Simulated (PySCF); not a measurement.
C$_{4}$H$_{7}$, doublet, at a GFN2-xTB geometry. Base run: WB97X/STO-3G (PySCF).

Here is a job for PySCF.
```python
from pyscf import gto, scf, dft

mol = gto.Mole()
mol.atom = '''
    C    -0.19495187    0.15685852    1.40366555
    C    -0.00119422    0.08240982    0.04378401
    H    -0.29377985    1.10630927    1.89854694
    H    -0.25392347   -0.72596582    2.01373916
    C     0.07590634    1.21165371   -0.74090455
    H     0.22795896    1.14765059   -1.80292646
    H    -0.01487156    2.19324052   -0.31204544
    C     0.11066686   -1.26726994   -0.61376699
    H     0.38726064   -2.03093733    0.10821526
    H    -0.84735425   -1.54391310   -1.05326649
    H     0.85214687   -1.24829667   -1.40893108
'''
mol.basis = 'sto-3g'
mol.spin = 1
mol.verbose = 4
mol.build()

mf = dft.UKS(mol)
mf.xc = 'wb97x'
mf.kernel()
```

Each row names what was changed in the base input (with any setting that the change needs).

```tsv
change	ΔE vs base (mEh)	grid points	electrons on the grid
base	0.000	125128	31.00002
grids.prune = off	0.000	196304	31.00002
small_rho_cutoff = 0	0.000	125128	31.00002
grids.level = 0	-19.764	8688	30.99518
grids.becke_scheme = stratmann	0.002	125128	31.00001
grids.level = 2	0.006	82440	31.00001
grids.radi_method = delley	0.002	134848	31.00002
grids.atom_grid = (30, 110)	1.891	27096	31.00008
grids.level = 5	0.001	336696	31.00000
grids.level = 1	0.023	38024	30.99994
grids.level = 4	0.001	224392	31.00000
```

Open shells are given as the SCF converged; they aren't shown to be the lowest states, and a large step between rows can be another state.
